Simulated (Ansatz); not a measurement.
`C[SiH](F)S[SiH3]` + `C=N` → `C=N[SiH](C)F` + `[SiH3]S` at 700 K and 1 bar (ligand exchange at the Si–S bond).

Calculated with Ansatz (gas phase, PBE0-D4/def2-TZVP geometries, no zero-point term in ΔE). CBS: MP2 limit from def2 TZ/QZ plus the TZ coupled-cluster correction, frozen cores. This one scheme is used for every species. One conformer a species, not always the lowest.

| species | CCSD(T)/CBS energy (Eh) | H − E (kJ/mol) | S (J/(mol·K)) |
| --- | --- | --- | --- |
| `C[SiH](F)S[SiH3]` | -1118.12297 | 294.3 | 530.2 |
| `C=N` | -94.52360 | 135.6 | 268.6 |
| `C=N[SiH](C)F` | -523.36588 | 287.0 | 459.1 |
| `[SiH3]S` | -689.27336 | 135.5 | 340.5 |

H − E and S are ideal-gas, rigid-rotor, harmonic terms from PBE0-D4/def2-TZVP, for one conformer and one mirror image of each species. 1 Eh = 2625.50 kJ/mol, R = 8.31446 J/(mol·K).

Problem. By hand: ΔE, ΔH, ΔS and ΔG.

Solution. ΔE = (-523.36588) + (-689.27336) − (-1118.12297) − (-94.52360) = 0.00733 Eh = 19.2 kJ/mol. Δ(H − E) = 287.0 + 135.5 − 294.3 − 135.6 = -7.4, so ΔH = 11.8 kJ/mol. ΔS = 459.1 + 340.5 − 530.2 − 268.6 = 0.8 J/(mol·K). ΔG = 11.8 − 700 × (0.8)/1000 = 11.2 kJ/mol.

Problem. By hand: the equilibrium constant, and the temperature at which ΔG would vanish if ΔH and ΔS stayed fixed.

Solution. log₁₀ K = −ΔG/(RT ln 10) = -0.8. ΔG = 0 at ΔH/ΔS = 14750 K, far beyond where these terms or the molecules hold.

The number of gas molecules stays the same, so ΔS is small and ΔH decides. A doubt of 5 kJ/mol in ΔE shifts log₁₀ K by 0.4 here. Other conformers and mirror images would add mixing entropy, several J/(mol·K) or more a flexible species. Modes under 60 cm⁻¹, often nearly free rotors, make the harmonic entropy too high. These are equilibria of isolated gas molecules and say nothing of rates. Largest T1 diagnostic: 0.012 (customary marks: 0.02 for closed shells, 0.045 for open ones).
